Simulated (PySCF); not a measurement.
# Excitation energy of In by level of theory

In [Kr] 4d10 5s2 5p1 (2P) → In [Kr] 4d10 5s2 6s1 (2S), as a difference of total energies. All numbers are calculated (PySCF 2.14, scalar relativity through the core potential, in aug-cc-pVDZ-PP with ECP28MDF). Correlated levels: valence: 4s2 4p6 4d10 frozen. The calculations carry no spin-orbit coupling.

```json
{"method": "UHF", "excitation energy (eV)": "2.746", "error (eV)": "-0.093"}
{"method": "LDA", "excitation energy (eV)": "2.834", "error (eV)": "-0.005"}
{"method": "PBE", "excitation energy (eV)": "2.710", "error (eV)": "-0.129"}
{"method": "PBE0", "excitation energy (eV)": "2.784", "error (eV)": "-0.055"}
{"method": "r2SCAN", "excitation energy (eV)": "2.937", "error (eV)": "+0.098"}
{"method": "M06", "excitation energy (eV)": "2.688", "error (eV)": "-0.151"}
{"method": "HSE06", "excitation energy (eV)": "2.796", "error (eV)": "-0.043"}
{"method": "TPSSh", "excitation energy (eV)": "2.763", "error (eV)": "-0.076"}
{"method": "PBEsol", "excitation energy (eV)": "2.746", "error (eV)": "-0.093"}
{"method": "MP2 (valence)", "excitation energy (eV)": "2.740", "error (eV)": "-0.099"}
{"method": "SCS-MP2 (valence)", "excitation energy (eV)": "2.739", "error (eV)": "-0.100"}
```

Reference: 2.839 eV (measured; NIST levels, between the centres of gravity of the two terms).

Errors of the correlated levels include the incompleteness of this basis and the frozen core.
